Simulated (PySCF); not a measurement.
**Excitation energy of Zn⁺ by level of theory**

Zn⁺ [Ar] 3d10 4s1 (2S) → Zn⁺ [Ar] 3d10 4p1 (2P), as a difference of total energies. Calculation: PySCF 2.14, in x2c-QZVPPall (11s7p6d4f2g, 108 functions); scalar relativity by spin-free X2C-1e. Correlated levels: valence: [Ar] frozen; valence and next inner shell: [Ne] frozen. The calculations carry no spin-orbit coupling.

```json
{"method": "UHF", "excitation energy (eV)": "5.647", "error (eV)": "-0.436"}
{"method": "LDA", "excitation energy (eV)": "6.329", "error (eV)": "+0.246"}
{"method": "PBE", "excitation energy (eV)": "6.138", "error (eV)": "+0.055"}
{"method": "PBE0", "excitation energy (eV)": "6.036", "error (eV)": "-0.047"}
{"method": "r2SCAN", "excitation energy (eV)": "6.090", "error (eV)": "+0.007"}
{"method": "MN15", "excitation energy (eV)": "5.840", "error (eV)": "-0.243"}
{"method": "revPBE", "excitation energy (eV)": "6.058", "error (eV)": "-0.025"}
{"method": "TPSS", "excitation energy (eV)": "6.063", "error (eV)": "-0.020"}
{"method": "MP2 (valence)", "excitation energy (eV)": "6.112", "error (eV)": "+0.029"}
{"method": "SCS-MP2 (valence)", "excitation energy (eV)": "6.051", "error (eV)": "-0.032"}
{"method": "MP2 (valence and next inner shell)", "excitation energy (eV)": "6.188", "error (eV)": "+0.105"}
{"method": "SCS-MP2 (valence and next inner shell)", "excitation energy (eV)": "6.103", "error (eV)": "+0.020"}
```

Reference: 6.083 eV (measured; NIST levels, between the centres of gravity of the two terms).

Errors of the correlated levels include the incompleteness of this basis and the frozen core.

The basis was made for the ground configuration and has no added diffuse functions, so the excitation energy can come out too high.
